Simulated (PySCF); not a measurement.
C₄H₇NSi, SMILES C/C(C#N)=C/[SiH3]. Atoms are numbered in the order given.

```xyz
13

C      2.1386    -0.8929     0.7718
C      0.8227    -0.3084     0.3229
C      0.4289     0.9176     0.9726
N      0.1158     1.9046     1.4987
C      0.0165    -0.8455    -0.6195
Si    -1.6320    -0.1298    -1.1940
H      2.1206    -1.1116     1.8520
H      2.9612    -0.1790     0.6018
H      2.3562    -1.8211     0.2258
H      0.3671    -1.7782    -1.0790
H     -2.1773    -1.0274    -2.2508
H     -2.5927    -0.0604    -0.0574
H     -1.4383     1.2371    -1.7538
```

The structure is a stationary point at B3LYP-D3(BJ)/def2-SVP. The geometry has at least one imaginary mode, so it is a saddle point at that level. The structure was generated by enumeration; whether it is a known compound was not checked.

Method: SMD-PBE0/def2-SVP (PySCF).

Solvation free energies are E(SMD) − E(gas) at the gas-phase geometry, for 1 M in both phases. In vacuum the dipole moment is 3.70 D.

**Question.** Estimate the solvation free energies in water, chloroform, chlorobenzene. (An estimate is asked for; the answer gives what the named calculation found.)

**Answer.** 
| solvent | ΔG(solv) (kcal/mol) | its non-electrostatic (CDS) part | dipole (D) |
|---|---|---|---|
| water | -0.1 | 5.6 | 5.02 |
| chloroform | -3.9 | 0.1 | 4.61 |
| chlorobenzene | -4.0 | 0.3 | 4.67 |
